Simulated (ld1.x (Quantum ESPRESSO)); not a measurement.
## lead ultrasoft: all-electron and pseudo phase curves

Pb (Z = 82), ultrasoft, made with ld1.x (Quantum ESPRESSO) 7.5 (PBE, scalar-relativistic). Core [Xe] 4f14, reference 5d10 6s1 6p0 (charge +3). Waves: 6s (bound): rcut 1.55, rcutus 2.15 bohr; 6s channel at -0.75 Ry: rcut 1.55, rcutus 2.15 bohr; 6p (bound, empty): rcut 1.75, rcutus 2.35 bohr; 6p channel at -1.2 Ry: rcut 1.75, rcutus 2.35 bohr; 5d (bound): rcut 0.90, rcutus 1.20 bohr; 5d channel at -3 Ry: rcut 0.90, rcutus 1.20 bohr. Local part: all-electron potential smoothed inside 2.15 bohr (lloc = -1). Core correction: a·sin(br)/r model core, default radius (core density twice the valence density). Augmentation charge: PSQ, inside the norm-conserving radii.

The phase is arctan(r·u′/u) with u = r·R(r), unwrapped; energies in Ry, scanned from -6 to 5 Ry. A pole is an energy at which the radial function vanishes at the test radius. The pseudo phase is shifted by a multiple of π to meet the all-electron one at the reference energy, and phase errors are pseudo minus all-electron; the curves can meet again beyond the range given. Levels narrower than the energy grid can be missing from the lists of poles.

```json
{"channel": "s", "radius (bohr)": "2.55", "reference energy (Ry)": "-2.76", "poles, all-electron": "-1.44", "poles, pseudo": "-1.44, 1.88", "unbroken range about the reference energy with phases within 0.05 rad": "below 1.6", "phase error 1 Ry above the reference energy (rad)": "+0.000"}
{"channel": "p", "radius (bohr)": "2.55", "reference energy (Ry)": "-1.92", "poles, all-electron": "0.40", "poles, pseudo": "0.38, 3.66", "unbroken range about the reference energy with phases within 0.05 rad": "below 2.3", "phase error 1 Ry above the reference energy (rad)": "-0.000"}
{"channel": "d", "radius (bohr)": "2.55", "reference energy (Ry)": "-3.63", "poles, all-electron": "-3.48, 3.36", "poles, pseudo": "-3.48, 3.37", "unbroken range about the reference energy with phases within 0.05 rad": "the whole range", "phase error 1 Ry above the reference energy (rad)": "-0.000"}
```

Phases in the d channel:

```csv
E (Ry),all-electron,pseudo
-6.00,1.368,1.368
-5.74,1.359,1.359
-5.48,1.349,1.349
-5.22,1.337,1.337
-4.96,1.321,1.321
-4.70,1.299,1.299
-4.44,1.264,1.264
-4.18,1.197,1.197
-3.92,0.959,0.959
-3.66,-1.176,-1.176
-3.40,-1.628,-1.628
-3.14,-1.722,-1.722
-2.88,-1.770,-1.770
-2.62,-1.807,-1.807
-2.36,-1.841,-1.841
-2.10,-1.877,-1.877
-1.84,-1.918,-1.919
-1.58,-1.969,-1.969
-1.32,-2.035,-2.036
-1.06,-2.128,-2.128
-0.80,-2.265,-2.266
-0.54,-2.485,-2.487
-0.28,-2.843,-2.845
-0.02,-3.336,-3.339
0.24,-3.789,-3.791
0.50,-4.087,-4.089
0.76,-4.269,-4.270
1.02,-4.386,-4.386
1.28,-4.466,-4.466
1.54,-4.523,-4.523
1.80,-4.567,-4.567
2.06,-4.602,-4.602
2.32,-4.631,-4.631
2.58,-4.655,-4.655
2.84,-4.676,-4.676
3.10,-4.695,-4.695
3.36,-4.712,-4.712
3.62,-4.728,-4.728
3.88,-4.744,-4.743
4.14,-4.759,-4.758
4.40,-4.774,-4.772
4.66,-4.789,-4.787
4.92,-4.805,-4.803
```
